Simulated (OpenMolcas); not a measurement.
Co7+, Rh7+, Ir7+: d2 down the group

```json
{
  "Program": "OpenMolcas 26.06",
  "Method": "RASSCF",
  "Basis": "ANO-RCC-VQZP",
  "Scalar Hamiltonian": "DKH2, point nucleus",
  "Spin-orbit coupling": "state interaction with AMFI integrals over the reference wave functions, term energies averaged over their components"
}
```

Active space for each ion: 8 electrons in 8 orbitals (RAS1 p, at most 2 holes; RAS2 d).

Computed levels in cm-1 above 3F2:

| Level | Co7+ | Rh7+ | Ir7+ |
| --- | --- | --- | --- |
| 3F3 | 1466 | 3445 | 12628 |
| 3F4 | 3273 | 7165 | 22269 |
| 3P0 | 25357 | 17762 | 19040 |
| 3P1 | 25907 | 19325 | 27066 |
| 3P2 | 27143 | 23008 | 40832 |
| 1G4 | 36368 | 27813 | 39228 |
| 1S0 | 76255 | 55897 | 68040 |
| weight of 3F in the lowest level (%) | 100 | 97 | 88 |

Mixed levels, with the weight of the term that names them: Rh7+ 3P2 (72 %), Ir7+ 3P2 (55 %).

Measured, with the error of the calculation in %. Measured levels: Co7+ from Sugar and Corliss, J. Phys. Chem. Ref. Data 10, 1097 (1981); Ir7+ from van het Hof, Joshi, Wyart and Sugar, J. Res. Natl. Inst. Stand. Technol. 100, 687 (1995).

```tsv
Level	Co7+	Ir7+
3F3	1430 (+2.5)	12672 (-0.3)
3F4	3144 (+4.1)	21615 (+3.0)
3P0	22304 (+13.7)	17254 (+10.4)
3P1	22839 (+13.4)	25221 (+7.3)
3P2	24055 (+12.8)	38878 (+5.0)
1G4	32360 (+12.4)	36253 (+8.2)
1S0	74247 (+2.7)	65022 (+4.6)
```

The fine-structure level 3F4 changes by a factor of 6.8 from Co7+ to Ir7+.

Without spin-orbit coupling 3P lies 24438, 15872, 14417 cm-1 above 3F in that order; the difference to the level 3P0, of either sign, comes from spin-orbit coupling, which also lowers the zero.

Without dynamic correlation excited terms often stand tens of per cent too high (terms of higher spin than the ground term too low), and those without a measured partner can miss by more than the paired ones. Active for correlation alone: 3p; no level in the range computed is led by a configuration that opens it, so any true level of that kind is missing (holds for Co7+). Active for correlation alone: 4p; no level in the range computed is led by a configuration that opens it, so any true level of that kind is missing (holds for Rh7+). Active for correlation alone: 5p; no level in the range computed is led by a configuration that opens it, so any true level of that kind is missing (holds for Ir7+). Computed and measured levels are paired by configuration, term and J; levels that our copy of the source lacks, or whose pairing is in doubt (as where it misses far off the trend of its configuration), stay unpaired and out of the deviations. Only configurations of the active space appear.
